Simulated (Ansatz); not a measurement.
```yaml
crystal:
  periodic: [false, false, false]
  atoms:
    - {symbol: Si, position_ang: [-1.549678, 0.122475, 0.301753]}
    - {symbol: C, position_ang: [-0.277525, 1.323183, -0.324680]}
    - {symbol: Si, position_ang: [1.400935, 0.570443, 0.150988]}
    - {symbol: Ga, position_ang: [0.955834, -1.776609, -0.243610]}
    - {symbol: H, position_ang: [-2.928579, 0.290065, -0.226957]}
    - {symbol: H, position_ang: [-1.582762, 0.065724, 1.784390]}
    - {symbol: H, position_ang: [-1.115839, -1.265295, -0.149166]}
    - {symbol: H, position_ang: [-0.429448, 2.333703, 0.061898]}
    - {symbol: H, position_ang: [-0.342193, 1.362250, -1.417096]}
    - {symbol: H, position_ang: [2.495268, 1.166306, -0.668125]}
    - {symbol: H, position_ang: [1.679326, 0.909476, 1.575711]}
    - {symbol: H, position_ang: [0.787993, -2.243218, -1.739727]}
    - {symbol: H, position_ang: [0.906648, -2.858513, 0.894610]}
basis:
  gaussian: {orbitals: "6-311G**", fitting: {mean_field: cc-pVTZ-jkfit}}
total_charge: 1
magnetization: {spin_polarized: true, initial_magnetization: 1}
hamiltonian: {xc: {name: wB97}}
output: {forces: true}
```

```sh
$ ansatz run in.yaml --threads 4 --pin off --events-out ev --progress --plain --max-ram 10444MiB
```

**Question.** How does Ansatz answer? (An estimate is asked.)

**Answer.** Ansatz gave: The input was rejected before any iteration.
```
Error: <dir> can't be read: No such file or directory (os error 2)
```
